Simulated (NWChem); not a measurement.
BHSF$_{2}$; SMILES FB(F)S

Computed with NWChem. Pople sets run with spherical d functions. B3LYP is NWChem's, with the RPA form of VWN correlation. Each level has its own optimisation; frequencies are unscaled. One conformer.

| level | r B–S (Å) | r H–S (Å) | highest harmonic frequency (cm⁻¹) | lowest (cm⁻¹) | zero-point energy (kcal/mol) | dipole (D) |
|---|---|---|---|---|---|---|
| Hartree-Fock/6-31G* | 1.811 | 1.326 | 2924 | 313 | 13.1 | 1.16 |
| B3LYP/3-21G | 1.828 | 1.370 | 2499 | 291 | 12.0 | 1.39 |
| B3LYP/6-31G* | 1.816 | 1.349 | 2700 | 293 | 12.2 | 1.12 |
